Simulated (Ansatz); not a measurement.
Problem. Name a neutral molecule of C, Cl, Zn and H with LUMO energy (B3LYP/def2-TZVPP) between -0.95 and -0.65 eV and LUMO energy (PBE0/def2-TZVPP) between -0.55 and -0.25 eV (Ansatz, PBE0-D4/def2-TZVP geometry).

Solution. `[CH3][Zn][CH2]Cl` (-0.67 eV, -0.39 eV). Other molecules can fit too; these were computed, each in one conformer that needn't be the lowest.

B3LYP here is the variant with VWN-RPA as its local correlation; programs differ in this.
